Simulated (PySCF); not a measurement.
CH3AlCl2S, SMILES C[S][Al]([Cl])[Cl].

Coordinates come from a B3LYP-D3(BJ)/def2-SVP optimisation. Other conformers were not sampled.

Method: TDA-PBE0/def2-SVPD run with PySCF.

Vertical excitations. Gas-phase values at a fixed geometry. State labels are in the subgroup Cs.

| state | symmetry | energy (eV) | λ (nm) | f | main pairs |
|---|---|---|---|---|---|
| S1 | A" | 5.17 | 240 | 0.023 | HOMO→LUMO 98 % |
| S2 | A' | 5.77 | 215 | 0.045 | HOMO→LUMO+1 82 %, HOMO−1→LUMO 15 % |
| S3 | A" | 5.94 | 209 | 0.003 | HOMO→LUMO+2 95 % |
| S4 | A" | 6.66 | 186 | 0.003 | HOMO−1→LUMO+1 96 % |
| S5 | A' | 6.81 | 182 | 0.312 | HOMO−1→LUMO 79 % |
| S6 | A' | 6.90 | 180 | 0.029 | HOMO−2→LUMO 93 % |
| S7 | A" | 7.07 | 175 | 0.000 | HOMO−3→LUMO 94 % |
| S8 | A" | 7.08 | 175 | 0.000 | HOMO−2→LUMO+1 95 % |
| S9 | A" | 7.29 | 170 | 0.018 | HOMO→LUMO+3 80 %, HOMO→LUMO+4 16 % |
| S10 | A' | 7.31 | 170 | 0.004 | HOMO−1→LUMO+2 91 % |
| T1 | A" | 4.81 | 258 | 0 | HOMO→LUMO 94 % |
| T2 | A' | 4.90 | 253 | 0 | HOMO→LUMO+1 96 % |
| T3 | A" | 5.37 | 231 | 0 | HOMO→LUMO+2 92 % |
| T4 | A' | 5.97 | 208 | 0 | HOMO−1→LUMO 89 % |
Triplets are in the Tamm–Dancoff approximation.
